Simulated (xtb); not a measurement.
C$_{4}$H$_{9}$NaO, charge +1, doublet, at the geometry of the source list (GFN-xTB shapes and energies of metal compounds can be far from the true ones) (a state made from the parent by changing its charge; the spin is typed, not shown lowest); GFN1-xTB run with xtb.

Input for xtb:
```
$ xtb mol.xyz --gfn 1 --chrg 1 --uhf 1 --json

# file mol.xyz
15

Na     1.75540000     2.12710000     1.42110000
O      0.33980000     0.98330000     1.23090000
C     -0.00320000     0.13190000     0.22460000
C      1.09250000    -0.92960000    -0.01160000
C     -1.31440000    -0.60360000     0.59010000
C     -0.23230000     0.89090000    -1.10010000
H      0.79550000    -1.64270000    -0.77630000
H      1.27870000    -1.46100000     0.91880000
H      2.01770000    -0.43470000    -0.32360000
H     -1.16720000    -1.15260000     1.51560000
H     -1.61260000    -1.29120000    -0.19690000
H     -2.09990000     0.12920000     0.74920000
H      0.69920000     1.37720000    -1.40690000
H     -0.98950000     1.65590000    -0.94480000
H     -0.55990000     0.22000000    -1.89000000
```

The log (banner, timings and long lists left out):

```
   ID    Z sym.   atoms
    1   11 Na     1
    2    8 O      2
    3    6 C      3-6
    4    1 H      7-15

           -------------------------------------------------
          |                Calculation Setup                |
           -------------------------------------------------

molecular fragmentation (1/2 indicates fragments):
111112111111222
# atoms in fragment 1/2:    11     4
 fragment masses (1/2) :       81.07       15.03
CMA distance (Bohr)    :   4.037
constraining FC (au)   :  0.0500

           -------------------------------------------------
          |                 G F N 1 - x T B                 |
           -------------------------------------------------

          ...................................................
          :                      SETUP                      :
          :.................................................:
          :  # basis functions                  42          :
          :  # atomic orbitals                  42          :
          :  # shells                           30          :
          :  # electrons                        31          :
          :  # halogen bonds                     0          :
          :  max. iterations                   250          :
          :  Hamiltonian                  GFN1-xTB          :
          :  restarted?                      false          :
          :  GBSA solvation                  false          :
          :  PC potential                    false          :
          :  electronic temp.          300.0000000     K    :
          :  accuracy                    1.0000000          :
          :  -> integral cutoff          0.2500000E+02      :
          :  -> integral neglect         0.1000000E-07      :
          :  -> SCF convergence          0.1000000E-05 Eh   :
          :  -> wf. convergence          0.2000000E-04 e    :
          :  Broyden damping             0.4000000          :
          :  net charge                          1          :
          :  unpaired electrons                  1          :
          ...................................................

 iter      E             dE          RMSdq      gap      omega  full diag
   1    -17.9846743 -0.179847E+02  0.714E+00    4.76       0.0  T
   2    -18.0494670 -0.647927E-01  0.441E+00    6.14       1.0  T
   3    -18.0283880  0.210790E-01  0.157E+00    6.65       1.0  T
   4    -18.0560665 -0.276786E-01  0.346E-01    6.52       1.0  T
   5    -18.0575984 -0.153184E-02  0.748E-02    6.54       1.0  T
   6    -18.0576746 -0.762419E-04  0.145E-02    6.49       1.8  T
   7    -18.0576781 -0.353035E-05  0.205E-03    6.49      12.6  T
   8    -18.0576782 -0.666249E-07  0.136E-03    6.49      18.9  T
   9    -18.0576782 -0.304456E-07  0.131E-04    6.49     197.6  T
  10    -18.0576782 -0.606057E-10  0.613E-05    6.49     421.3  T

   *** convergence criteria satisfied after 10 iterations ***

         :::::::::::::::::::::::::::::::::::::::::::::::::::::
         ::                     SUMMARY                     ::
         :::::::::::::::::::::::::::::::::::::::::::::::::::::
         :: total energy             -17.859104722271 Eh    ::
         :: gradient norm              0.072242446659 Eh/a0 ::
         :: HOMO-LUMO gap              6.488121824234 eV    ::
         ::.................................................::
         :: SCC energy               -18.057678230097 Eh    ::
         :: -> electrostatic           0.139821905067 Eh    ::
         :: repulsion energy           0.204096016008 Eh    ::
         :: dispersion energy         -0.005522508182 Eh    ::
         :: halogen bond corr.         0.000000000000 Eh    ::
         :: add. restraining           0.000000000000 Eh    ::
         :: total charge               1.000000000000 e     ::
         :::::::::::::::::::::::::::::::::::::::::::::::::::::

           -------------------------------------------------
          |                Property Printout                |
           -------------------------------------------------

    * Orbital Energies and Occupations

         #    Occupation            Energy/Eh            Energy/eV
      -------------------------------------------------------------
         1        2.0000           -0.9224078             -25.1000
       ...           ...                  ...                  ...
         4        2.0000           -0.7985123             -21.7286
         5        2.0000           -0.7647415             -20.8097
         6        2.0000           -0.7214742             -19.6323
         7        2.0000           -0.7204597             -19.6047
         8        2.0000           -0.7195466             -19.5799
         9        2.0000           -0.6807322             -18.5237
        10        2.0000           -0.6802126             -18.5095
        11        2.0000           -0.6685963             -18.1934
        12        2.0000           -0.6576639             -17.8959
        13        2.0000           -0.6565021             -17.8643
        14        2.0000           -0.6555266             -17.8378
        15        1.6937           -0.6028282             -16.4038
        16        1.3063           -0.6012753             -16.3615 (HOMO)
        17                         -0.3628412              -9.8734 (LUMO)
        18                         -0.3001341              -8.1671
        19                         -0.2967481              -8.0749
        20                         -0.2734090              -7.4398
        21                         -0.2529015              -6.8818
        22                         -0.2415434              -6.5727
        23                         -0.2351906              -6.3999
        24                         -0.2160611              -5.8793
        25                         -0.2005203              -5.4564
        26                         -0.1851793              -5.0390
        27                         -0.1840733              -5.0089
       ...                                ...                  ...
        42                          0.4294998              11.6873
      -------------------------------------------------------------
                  HL-Gap            0.2384341 Eh            6.4881 eV
             Fermi-level           -0.5420550 Eh          -14.7501 eV

  Mulliken/CM5 charges         n(s)   n(p)   n(d)
     1Na    0.83107  1.12954   0.067  0.101  0.000
     2O    -0.53990 -0.85950   1.755  4.785  0.000
     3C     0.30781  0.28777   1.059  2.634  0.000
     4C    -0.08789 -0.23718   1.039  3.048  0.000
     5C    -0.05295 -0.19979   1.039  3.014  0.000
     6C    -0.08779 -0.23709   1.039  3.048  0.000
     7H     0.06595  0.11932   0.934  0.000  0.000
     8H     0.07509  0.12994   0.925  0.000  0.000
     9H     0.06018  0.11333   0.940  0.000  0.000
    10H     0.08115  0.13638   0.919  0.000  0.000
    11H     0.06488  0.11830   0.935  0.000  0.000
    12H     0.08115  0.13639   0.919  0.000  0.000
    13H     0.06019  0.11333   0.940  0.000  0.000
    14H     0.07508  0.12993   0.925  0.000  0.000
    15H     0.06597  0.11934   0.934  0.000  0.000

Wiberg/Mayer (AO) data.
largest (>0.10) Wiberg bond orders for each atom

 ---------------------------------------------------------------------------
     #   Z sym  total        # sym  WBO       # sym  WBO       # sym  WBO
 ---------------------------------------------------------------------------
     1  11 Na   0.314 --     2 O    0.238
     2   8 O    1.637 --     3 C    1.199     1 Na   0.238
     3   6 C    3.791 --     2 O    1.199     4 C    0.889     6 C    0.889
                             5 C    0.819
     4   6 C    3.882 --     7 H    0.981     8 H    0.971     9 H    0.961
                             3 C    0.889
     5   6 C    3.842 --    11 H    0.978    12 H    0.971    10 H    0.971
                             3 C    0.819
     6   6 C    3.882 --    15 H    0.980    14 H    0.971    13 H    0.961
                             3 C    0.889
     7   1 H    0.994 --     4 C    0.981
     8   1 H    0.992 --     4 C    0.971
     9   1 H    0.996 --     4 C    0.961
    10   1 H    0.990 --     5 C    0.971
    11   1 H    0.994 --     5 C    0.978
    12   1 H    0.990 --     5 C    0.971
    13   1 H    0.996 --     6 C    0.961
    14   1 H    0.992 --     6 C    0.971
    15   1 H    0.994 --     6 C    0.980
 ---------------------------------------------------------------------------

Topologies differ in total number of bonds
Writing topology from bond orders to xtbtopo.mol

 dipole moment from electron density (au)
     X       Y       Z
   2.3713   2.3120   0.9804  total (Debye):    8.779

           -------------------------------------------------
          | TOTAL ENERGY              -17.859104722271 Eh   |
          | GRADIENT NORM               0.072242446659 Eh/α |
          | HOMO-LUMO GAP               6.488121824234 eV   |
           -------------------------------------------------

normal termination of xtb
```
